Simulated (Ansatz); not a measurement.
`N[SiH2][SiH2]CO` + `O[SiH3]` → `OC[SiH2]O[SiH3]` + `N[SiH3]`  (cleavage of the Si–Si bond)

Program: Ansatz. Geometries: PBE0-D4/def2-TZVP. ΔE: electronic, gas phase. CBS: MP2 limit from def2 TZ/QZ plus the TZ coupled-cluster correction, frozen cores. This one scheme is used for every species. One conformer a species, not always the lowest.

`N[SiH2][SiH2]CO`:

```xyz
14

N     1.416    0.730   -2.444
Si    0.056    0.248   -1.490
Si    0.424    0.169    0.831
C    -1.163   -0.229    1.799
O    -1.721   -1.481    1.417
H     1.808    1.650   -2.313
H     2.148    0.059   -2.613
H    -0.350   -1.100   -1.968
H    -1.052    1.213   -1.740
H     0.994    1.463    1.316
H     1.423   -0.898    1.154
H    -1.924    0.524    1.577
H    -0.987   -0.180    2.883
H    -1.072   -2.168    1.590
```

`O[SiH3]`:

```xyz
6

O    -0.334   -0.668   -1.041
Si    0.021    0.069    0.389
H    -0.049   -0.240   -1.849
H     1.490    0.222    0.578
H    -0.534   -0.805    1.446
H    -0.593    1.423    0.477
```

`OC[SiH2]O[SiH3]`:

Cartesian coordinates in Å:
```
O -0.440 0.132 1.674
C 0.307 -0.998 1.241
Si -0.158 -1.281 -0.559
O 0.088 0.102 -1.396
Si -0.036 1.729 -1.239
H -0.160 0.378 2.558
H 1.390 -0.820 1.313
H 0.085 -1.893 1.840
H -1.585 -1.681 -0.656
H 0.703 -2.348 -1.131
H -1.392 2.120 -0.779
H 0.217 2.319 -2.578
H 0.982 2.242 -0.287
```

`N[SiH3]`:

Z-matrix (Å, degrees):
```
Si
N 1 1.720
H 1 1.486 2 107.9
H 1 1.494 2 116.0 3 -120.3
H 1 1.486 2 107.9 3 119.4
H 2 1.007 1 119.6 3 -168.6
H 2 1.007 1 119.6 3 49.2
```

| species | SCS-MP2/def2-QZVPP energy (Eh) |
| --- | --- |
| `N[SiH2][SiH2]CO` | -751.37846 |
| `O[SiH3]` | -366.63896 |
| `OC[SiH2]O[SiH3]` | -771.31579 |
| `N[SiH3]` | -346.75344 |

Task: Work out ΔE.

Result: ΔE = (-771.31579) + (-346.75344) − (-751.37846) − (-366.63896) = -0.05181 Eh = -1.41 eV. CCSD(T)/CBS gives -1.28 eV.

Largest T1 diagnostic among the species: 0.012.

From PBE to PBE0 (25 % exact exchange), in def2-TZVPP and without D4, ΔE moves by −0.12 eV. In def2-TZVPP, CCSD(T) changes the Hartree–Fock value by +0.30 eV (the triples alone add +0.05 eV) and MP2 by +0.23 eV.
